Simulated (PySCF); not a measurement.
Unknown compound

An unknown has the formula C₆H₁₆N₂Si. Its calculated NMR data are:

1H NMR (400 MHz, computed): δ 4.78 (s, 3H), 3.28 (m, 1H), 3.20 (m, 1H), 2.75 (s, 3H), 2.67 (m, 1H), 2.05 (m, 1H), 1.44 (m, 1H), 1.22 (m, 1H), 1.22 (m, 1H), 1.11 (d, 3H).

13C{1H} NMR (computed): δ 52.5, 46.8, 42.1, 36.2, 24.4, 22.0.

All values are calculated (PySCF 2.14.0 with density-fitted response routines): coordinates at the GFN2-xTB level, NMR shieldings at PBE0/pcSseg-1/GIAO. No solvent, non-relativistic Hamiltonian, equivalent nuclei averaged, one conformer.

References, each an isolated molecule treated in the same way: 1H and 13C against TMS.

Problem. Which candidate is it?
A. C=CN([SiH3])NC(C)(C)C
B. CN1CCC[C@H]([SiH3])N1C
C. C[C@@H]1CCCN(C)N1[SiH3]

Solution. C. 

The formula gives 1 degree of unsaturation (1 ring in the answer). 6 carbon signals for 6 carbons: no two carbons are equivalent. Carbon types of the structure: 1 × CH, 3 × CH2, 2 × CH3, leaving 3 H on heteroatoms. δC 52.5: sp3 CH2 bonded to N; the inductive effect lowers its shielding. δC 36.2, 22.0: sp3 CH2 in a ring; aliphatic region, no heteroatom directly attached. δC 24.4: methyl carbon; a saturated carbon with 1 carbon neighbour and no heteroatom attached. δH 3.28, 2.67: hydrogen on an sp3 CH2 bonded to N; its carbon carries N, which withdraws density. δH 3.20: hydrogen on an sp3 CH bonded to N; its carbon carries N, hence the downfield position.

The others: CN1CCC[C@H]([SiH3])N1C has carbons computed at 45.2, 42.8, 42.0, 41.1, 22.0, 21.5; C=CN([SiH3])NC(C)(C)C would give 4 carbon signals, not 6.

Shifts are as computed. Against solution values, carbons near 30 ppm lie about +3 ppm off and those near 130 ppm about +5 ppm. Of 1211 compounds with measured shifts, 218 miss one by over three times the rms of a fit or turn the order of signals round; such compounds aren't used in these exercises. Multiplicities follow the n + 1 count of equivalent neighbours, as no J values were calculated; m marks all less simple cases, F and P coupling included.
